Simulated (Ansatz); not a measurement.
```yaml
crystal:
  periodic: [false, false, false]
  atoms:
    - {symbol: N, position_ang: [-0.903718, 1.149248, 0.136393]}
    - {symbol: Ge, position_ang: [0.500372, -0.610170, -0.085773]}
    - {symbol: Cl, position_ang: [0.229164, -2.057397, 2.144565]}
    - {symbol: Cl, position_ang: [-0.367390, -1.983867, -2.207645]}
    - {symbol: H, position_ang: [-0.741059, 1.845824, 1.176356]}
    - {symbol: H, position_ang: [-1.018034, 1.885618, -0.882391]}
    - {symbol: H, position_ang: [2.377291, -0.314255, -0.338505]}
basis:
  gaussian: {orbitals: STO-3G}
magnetization: {spin_polarized: true, initial_magnetization: 2}
hamiltonian: {xc: {name: HF}}
correlation: {method: mp2, frozen_orbitals: {N: 9}}
```

```sh
$ ansatz run in.yaml --threads 4 --pin off --events-out ev --progress --plain --max-ram 10444MiB
```

Output, abridged:

```
Functional definition: HF
Error: "frozen_orbitals" has no count for Ge
```

Q: Something in this input is off. What?

A: Frozen orbitals are typed for one element alone, and the program wants a count for each. The program refused the input.
